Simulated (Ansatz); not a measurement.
RuBr₃. Total charge 0; quartet. Geometry r2SCAN-D4/def2-SVP; atoms count from 1.

```
atom   x (Å)   y (Å)   z (Å)
 Ru1   0.001  -0.040   0.257
 Br2   0.610   2.025   1.225
 Br3  -0.618  -2.298   0.556
 Br4   0.008   0.313  -2.039
```

In the def2 sets Ru takes a core potential; there is no spin–orbit coupling. The structure comes from a short search, and lower isomers may exist.

Problem. Estimate the Mulliken populations from the PBE0/def2-TZVP orbitals of Ansatz.

Solution. 
```
atom  charge (e)  spin (α − β)  d electrons
 Ru1        0.76          2.48         6.45
 Br2       -0.27          0.18            –
 Br3       -0.27          0.18            –
 Br4       -0.22          0.16            –
```
Mulliken values depend strongly on the basis.

Problem. Where does the spin sit?

Solution. Summed by element: Ru 2.48, Br 0.52, of 3 unpaired in all. Largest on single atoms: Ru1 2.48, Br3 0.18, Br2 0.18.

Problem. And the Mayer bond orders between heavy atoms (over 0.3)?

Solution. Ru1–Br2 1.09 (2.36 Å); Ru1–Br3 1.09 (2.36 Å); Ru1–Br4 1.20 (2.32 Å).
